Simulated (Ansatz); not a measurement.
`C[SiH]1SS1`, charge 0, multiplicity 1.

Question: Give a relaxed structure at PBE0-D4/def2-TZVP (Ansatz). (Best estimate.)

Answer: The calculation gave: 
Z-matrix (Å, degrees):
```
C
Si 1 1.850
H 1 1.093 2 110.3
H 1 1.093 2 110.3 3 119.3
H 1 1.091 2 109.9 3 -120.3
S 2 2.100 1 119.7 3 156.8
S 2 2.100 1 119.7 3 84.5
H 2 1.479 1 113.9 3 -59.4
```
Point group Cs.
